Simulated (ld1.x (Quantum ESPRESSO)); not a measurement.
Eu: excitation energies, all-electron against TM

- Element: Eu
- Generator: ld1.x (Quantum ESPRESSO) 7.5
- Type: norm-conserving Troullier–Martins (Kleinman–Bylander form)
- Functional: PBE
- Relativity: scalar-relativistic
- Frozen core: [Kr] 4d10 4f7
- Valence charge: 10
- Reference configuration: 5s2 5p6 5d0 6s2 6p0
- Partial waves: 5s (bound): rc 2.20 bohr; 5p (bound): rc 1.75 bohr; 5d (bound, empty): rc 3.80 bohr
- Local potential: all-electron potential smoothed inside 1.40 bohr (lloc = -2)
- Core correction: none

Occupied shells without a wave of their own: 6s. They enter only through the test configuration that unscreens the potential.

Energies are relative to the spin-unpolarised reference configuration 5s2 5p6 5d0 6s2 6p0; without spin polarisation the order of configurations can differ from experiment. Not all tests gave a result: 1 of 7 tests not solved or not reliable. Left out of the table: 5s2 5p6 5d0 6s0 6p1 (solver errors, printed error -10.7 eV).

```
  valence configuration  charge  ΔE all-electron (eV)  error AE − PS (meV)
    5s2 5p6 5d0 6s1 6p0      +1                 6.019                -1080
    5s2 5p6 5d0 6s0 6p0      +2                17.254                -3217
    5s2 5p6 5d1 6s1 6p0       0                 2.161                 -695
    5s1 5p6 5d0 6s2 6p0      +1                50.216                  +58
5s2 5p6 5d0.5 6s1.5 6p0       0                 1.060                 -357
```

Task: What are ΔE and the potential's error for 5s2 5p6 5d0 6s1.5 6p0?

Result: ΔE = 2.396 eV all-electron; the error (AE − PS) is -447 meV.

Levels in the configuration 5s2 5p6 5d0 6s0 6p0:

```csv
level,all-electron (eV),pseudo (eV)
5s,-58.234,-61.095
5p,-37.267,-39.698
```

These tests converged, but a pseudo level misses the all-electron one widely, so the file describes the atom poorly there or has found another state: 5s2 5p6 5d0 6s0 6p0: empty 6s by 2.9 eV (a node warning on the way). The 6s level has no wave, so the channel is fitted at the deeper level alone: the likely source of the large errors.

The potential misses its own reference levels by up to 0.7 eV.
